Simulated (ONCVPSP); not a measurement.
**Sc: from the effect back to the setting (ONCV)**

Base potential:

```
Element                 : Sc
Generator               : ONCVPSP 4.0.1
Type                    : optimised norm-conserving Vanderbilt (ONCV)
Functional              : PBE
Relativity              : scalar-relativistic
Frozen core             : [Ne] 3s2
Valence charge          : 9
Reference configuration : 3p6 3d1.5 4s1.5
Partial waves           : 4s: rc 2.85 bohr, ncon 3, nbas 6, qcut 2.6 1/bohr, 2 projectors, debl 0.6 Ha; 3p: rc 1.45 bohr, ncon 4, nbas 7, qcut 9.7 1/bohr, 2 projectors, debl 2.8 Ha; 3d: rc 2.70 bohr, ncon 3, nbas 8, qcut 5.9 1/bohr, 2 projectors, debl 3.7 Ha; f scattering state at 0.03 Ha: rc 2.85 bohr, ncon 4, nbas 7, qcut 3.5 1/bohr, 1 projector
Local potential         : polynomial inside 0.95 bohr (lpopt 5, dvloc0 0 Ha)
Core correction         : Teter function, fcfact 6, rcfact 1.5
```

Cutoffs, loose and tight: the cutoffs (Ha) at which the residual kinetic energy of the hardest occupied pseudo-wave falls to 1 and 0.1 mHa per electron. They do not see the model core or the augmentation charge, which bear on the density cutoff. Test errors are all-electron minus pseudo excitation energies from the reference, over the configurations 3p6 3d1 4s2; 3p6 3d1 4s1; 3p6 3d1 4s0; 3p6 3d1 4s1.5; variants that change the core or the reference have their own tests.

Only the scale of all radii but the core radius (base = 1) is moved:

```json
{"scale of all radii but the core radius (base = 1)": "0.8", "cutoff, loose": "31 Ha", "cutoff, tight": "41 Ha", "bound ghosts": "s", "largest test error (meV)": "+54", "median size of the test errors": "11.1 meV"}
{"scale of all radii but the core radius (base = 1)": "0.9", "cutoff, loose": "23 Ha", "cutoff, tight": "35 Ha", "bound ghosts": "s", "largest test error (meV)": "+55", "median size of the test errors": "16.8 meV"}
{"scale of all radii but the core radius (base = 1)": "1.06", "cutoff, loose": "17 Ha", "cutoff, tight": "20 Ha", "bound ghosts": "s", "largest test error (meV)": "+43", "median size of the test errors": "24.2 meV"}
{"scale of all radii but the core radius (base = 1)": "1.14", "cutoff, loose": "18 Ha", "cutoff, tight": "22 Ha", "bound ghosts": "s", "largest test error (meV)": "+43", "median size of the test errors": "30.5 meV"}
{"scale of all radii but the core radius (base = 1)": "1.24", "cutoff, loose": "17 Ha", "cutoff, tight": "21 Ha", "bound ghosts": "s", "largest test error (meV)": "+85", "median size of the test errors": "50.6 meV"}
{"scale of all radii but the core radius (base = 1)": "1.29", "cutoff, loose": "17 Ha", "cutoff, tight": "20 Ha", "bound ghosts": "s", "largest test error (meV)": "+171", "median size of the test errors": "80.8 meV"}
```

Q: One more run gave cutoff, loose: 16 Ha; cutoff, tight: 31 Ha; bound ghosts: s; largest test error (meV): +50; median size of the test errors: 19.2 meV. Which value of the scale of all radii but the core radius (base = 1) was used?

A: 0.97. The median size of the test errors moves one way along this sweep, from 11.1 meV at 0.8 to 80.8 meV at 1.29, which places the run between 0.9 and 1.06.
